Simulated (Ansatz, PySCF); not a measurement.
Molecule: methyl-bis(sulfanyl)borane, CH5BS2 (charge 0, singlet). SMILES: B(S)(S)C
Coordinates optimised at B3LYP-D3(BJ)/def2-TZVP (Ansatz, a first-principles code):
```xyz
9

C     -1.8215    -0.1616    -0.5308
B     -0.3208    -0.0318    -0.0936
S      0.4834     1.5635     0.1837
S      0.6355    -1.5441     0.1401
H     -2.1488    -1.1948    -0.6545
H     -1.9895     0.3597    -1.4776
H     -2.4760     0.3123     0.2063
H     -0.5715     2.3475    -0.0990
H      1.8163    -1.0075     0.4964
```
Charge 0, spin multiplicity 1.

Harmonic wavenumbers (cm⁻¹) at HF/3-21G (Ansatz, at its own minimum) and at B3LYP-D3(BJ)/def2-TZVP (PySCF, at the structure above). Modes are numbered in rising order, 21 in all, and paired by that order; shown are modes over 250 cm⁻¹ that lie over 6 % from every other mode at both levels, one of each degenerate set, at most eight drawn at random. The second level is harmonic too, so this factor is not the one that brings values to measured fundamentals.

| mode | HF/3-21G (x) | B3LYP-D3(BJ)/def2-TZVP (y) |
|---|---|---|
| 3 | 283 | 265 |
| 4 | 350 | 342 |
| 7 | 491 | 510 |
| 8 | 770 | 773 |

### Question
Fit one scale factor, y = λ·x, by least squares, and use it for mode 14, which lies at 1528 cm⁻¹ at HF/3-21G.

### Answer
λ = Σxy/Σx² = 1040315/1036570 = 1.0036; the rows scatter about it by 14 cm⁻¹ (root mean square). Prediction for mode 14: 1534 cm⁻¹. It lies outside the range of the table, so the fit extrapolates. The wavenumber at B3LYP-D3(BJ)/def2-TZVP is 1347 cm⁻¹, so the fit misses by +187 cm⁻¹, against +181 cm⁻¹ without it. The fit is meant for this molecule alone.
